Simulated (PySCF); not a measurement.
Structure problem from calculated spectra and properties.

Formula: C5H13NOSi2.

| Item | Value |
| --- | --- |
| NMR, other nuclei | isotropic shieldings of nuclei other than C and H, by class: 270 (1 N), 299 (1 O), 381 (1 Si), 404 (1 Si) ppm [GIAO PBE0/pcSseg-1] |
| Dipole | 0.99 D [PBE0/pcSseg-1] |
| 13C NMR | chemical shifts (computed TMS as zero) by class: 141.1 (1 C), 140.4 (1 C), 86.0 (1 C), 36.3 (1 C), 35.0 (1 C) ppm [GIAO PBE0/pcSseg-1] |
| 1H NMR | chemical shifts (computed TMS as zero) by class: 6.00 (1 H), 5.95 (1 H), 5.36 (1 H), 5.33 (1 H), 5.20 (1 H), 4.98 (1 H), 4.79 (1 H), 2.68 (1 H), 2.42 (1 H), 2.39 (1 H), 1.75 (1 H), -0.49 (2 H) ppm [GIAO PBE0/pcSseg-1] |
| Rotational structure | rotational constants A, B, C: 3.373, 0.452, 0.447 GHz [GFN2-xTB] |

Electronic properties: PySCF, gas phase, density fitting. Levels stand in brackets. One conformer (not necessarily the lowest) at the GFN2-xTB geometry, without solvent, vibrations or thermal averaging. GFN2-xTB frequencies show an imaginary mode (36i cm⁻¹), so this geometry is no minimum at that level. NMR values are class means; diastereotopic atoms form classes of their own.

Question: Propose a structure and show how it fits.

Answer: Numbering: `[NH2:1][SiH2:2][SiH2:3][O:4][C@H:5]1[CH:6]=[CH:7][CH2:8][CH2:9]1`. Its formula, C5H13NOSi2, gives 2 degrees of unsaturation: 1 ring and 1 π bond in the structure found. 5 carbons fall into 5 classes; from least to most shielded: alkene CH carbon [C7] (141.1 ppm), alkene CH carbon [C6] (140.4 ppm), ring sp3 carbon bound to oxygen [C5] (86.0 ppm), allylic carbon [C8] (36.3 ppm), ring CH2 carbon [C9] (35.0 ppm). Hydrogen classes from least to most shielded: 1 H on an alkene CH carbon, C7 (6.00 ppm), 1 H on an alkene CH carbon, C6 (5.95 ppm), 1 H on an oxygen-bound silicon, Si3 (5.36 ppm), 1 H on an oxygen-bound silicon, Si3 (5.33 ppm), 1 H on an SiH2 silicon, Si2 (5.20 ppm), 1 H on an SiH2 silicon, Si2 (4.98 ppm), 1 H on an sp3 carbon bound to oxygen, C5 (4.79 ppm), 1 H on an allylic carbon, C8 (2.68 ppm), 1 H on a ring CH2 carbon, C9 (2.42 ppm), 1 H on an allylic carbon, C8 (2.39 ppm), 1 H on a ring CH2 carbon, C9 (1.75 ppm), 2 H on a silicon-bound nitrogen, N1 (-0.49 ppm). The other shieldings belong to: 270 ppm, silicon-bound nitrogen [N1]; 299 ppm, silyl ether oxygen [O4]; 381 ppm, oxygen-bound silicon [Si3]; 404 ppm, SiH2 silicon [Si2]. The optimised geometry has point group C1 and is an asymmetric top. Structure: `[C@@H]1(O[SiH2][SiH2]N)CCC=C1`. Computed isomers that give other values at the same levels: `O=C[C@@H]1C[SiH2][C@H](N[SiH3])C1` (13C chemical shifts (computed TMS as zero) by class: 220.5 (1 C), 57.1 (1 C), 47.2 (1 C), 43.0 (1 C), 14.1 (1 C) ppm); `CCNC(=O)[Si@H]1CC[SiH2]1` (13C chemical shifts (computed TMS as zero) by class: 179.8 (1 C), 33.5 (1 C), 19.2 (1 C), 13.9 (1 C), 7.6 (1 C) ppm); `C=C/C(C)=N/[C@H]([SiH3])O[SiH3]` (13C chemical shifts (computed TMS as zero) by class: 164.4 (1 C), 153.1 (1 C), 124.2 (1 C), 84.8 (1 C), 17.2 (1 C) ppm). The assignments are read from this structure; whether some other isomer fits the data as well wasn't checked. The mirror image fits equally.
